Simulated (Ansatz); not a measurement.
`[NH2][SnH]1[NH][SiH2]1` + H₂O → `[OH][SnH]1[NH][SiH2]1` + NH₃ at 600 K and 1 bar (formal hydrolysis of the Sn–N bond).

Gas-phase electronic energies from Ansatz, PBE0-D4/def2-TZVP geometries. CCSD(T)/CBS is the MP2 limit (def2-TZVPP, def2-QZVPP) plus CCSD(T) − MP2 in def2-TZVPP, frozen cores. This one scheme is used for every species. Elements past krypton have def2 core potentials. For Sn outer-core shells are correlated without core-valence functions, which leaves a few kJ/mol of doubt a bond. One conformer a species, not always the lowest.

```csv
species,CCSD(T)/CBS energy (Eh),H − E (kJ/mol),S (J/(mol·K))
`[NH2][SnH]1[NH][SiH2]1`,-616.10852,231.4,453.8
H₂O,-76.37941,76.8,212.8
`[OH][SnH]1[NH][SiH2]1`,-635.98904,196.6,441.9
NH₃,-56.50880,112.4,219.5
```

H − E and S are ideal-gas, rigid-rotor, harmonic terms from PBE0-D4/def2-TZVP, for one conformer and one mirror image of each species. 1 Eh = 2625.50 kJ/mol, R = 8.31446 J/(mol·K).

Q: By hand: ΔE, ΔH, ΔS and ΔG.

A: ΔE = (-635.98904) + (-56.50880) − (-616.10852) − (-76.37941) = -0.00991 Eh = -26.0 kJ/mol. Δ(H − E) = 196.6 + 112.4 − 231.4 − 76.8 = 0.8, so ΔH = -25.2 kJ/mol. ΔS = 441.9 + 219.5 − 453.8 − 212.8 = -5.2 J/(mol·K). ΔG = -25.2 − 600 × (-5.2)/1000 = -22.1 kJ/mol.

Q: By hand: the equilibrium constant, and the temperature at which ΔG would vanish if ΔH and ΔS stayed fixed.

A: log₁₀ K = −ΔG/(RT ln 10) = 1.9. ΔG = 0 at ΔH/ΔS = 4846 K, far beyond where these terms or the molecules hold.

The number of gas molecules stays the same, so ΔS is small and ΔH decides. A doubt of 5 kJ/mol in ΔE shifts log₁₀ K by 0.4 here. Other conformers and mirror images would add mixing entropy, several J/(mol·K) or more a flexible species. These are equilibria of isolated gas molecules and say nothing of rates. Largest T1 diagnostic: 0.015 (customary marks: 0.02 for closed shells, 0.045 for open ones).
